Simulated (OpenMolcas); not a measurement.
Nb+.

| Property | Result |
| --- | --- |
| Program | OpenMolcas |
| Basis | ANO-RCC-VQZP [8s7p5d3f2g1h] |
| Scalar Hamiltonian | DKH2, point nucleus |
| Active space | 4 electrons in 11 orbitals (4d 5s 5d) |
| State averaging | 2S+1 = 5 even, 15 roots; 2S+1 = 3 even, 45 roots kept (CI in the orbitals of an earlier block); 2S+1 = 1 even, 37 roots kept (CI in the orbitals of an earlier block, 27 in the spin-orbit step) |
| Spin-orbit coupling | state interaction with AMFI integrals over the reference wave functions, term energies averaged over their components |

Two sets of levels on these reference wave functions, in cm-1 above 4d4 5D0: one from CASSCF and one from MS-CASPT2, IPEA 0.25 Eh, imaginary shift 0.1 Eh (closed shells correlated: 4s 4p).

```json
{"Level": "4d4 5D0", "Set 1": "0.0", "Set 2": "0.0"}
{"Level": "4d4 5D1", "Set 1": "143", "Set 2": "149"}
{"Level": "4d4 5D2", "Set 1": "408", "Set 2": "420"}
{"Level": "4d4 5D3", "Set 1": "769", "Set 2": "783"}
{"Level": "4d4 5D4", "Set 1": "1208", "Set 2": "1217"}
{"Level": "4d3 5s 5F1", "Set 1": "1749", "Set 2": "2240"}
{"Level": "4d3 5s 5F2", "Set 1": "2020", "Set 2": "2500"}
{"Level": "4d3 5s 5F3", "Set 1": "2410", "Set 2": "2900"}
{"Level": "4d3 5s 5F4", "Set 1": "2940", "Set 2": "3430"}
{"Level": "4d3 5s 5F5", "Set 1": "3580", "Set 2": "4070"}
{"Level": "4d4 3P0", "Set 1": "6810", "Set 2": "5700"}
{"Level": "4d4 3P1", "Set 1": "7350", "Set 2": "6230"}
{"Level": "4d4 3P2", "Set 1": "8450", "Set 2": "7300"}
{"Level": "4d4 3F2", "Set 1": "8960", "Set 2": "7000"}
{"Level": "4d4 3F3", "Set 1": "9380", "Set 2": "7530"}
{"Level": "4d4 3F4", "Set 1": "9900", "Set 2": "8150"}
```

Problem. Which set is which?

Solution. Set 2 is MS-CASPT2. Its levels of the other terms of 4d4 lie at 0.78 to 0.86 of the other set's values, as expected, since terms of lower spin or lower L gain more correlation energy than the Hund ground term. Against 12 measured levels (NIST Handbook of Basic Atomic Spectroscopic Data) the mean absolute deviation is 70 cm-1 with it and 560 cm-1 without; single levels miss by up to 140 cm-1 with it.

Term energies are means over components that CASPT2 splits; among the terms shown or strongly mixed into the levels shown the widest spread is 890 cm-1 (4d3 5s 5F, MS-CASPT2). Some high roots are left out of the spin-orbit mixing, which shifts the levels that they would mix with. Terms from blocks run as CI alone lack orbitals of their own. Active for correlation alone: 5d; no level in the range computed is led by a configuration that fills it, so any true level of that kind is missing. Without dynamic correlation excited terms often stand tens of per cent too high (terms of higher spin than the ground term too low), and those without a measured partner can miss by more than the paired ones (holds for CASSCF). Measured partners are found by configuration, term and J. A level has none where our copy of the source lacks it or the pairing is in doubt (some pairs that miss far off the trend of their configuration count as doubtful), and it then counts in no deviation. Only configurations of the active space appear. The table leaves out levels that lie high or whose names do not pair safely across all columns.
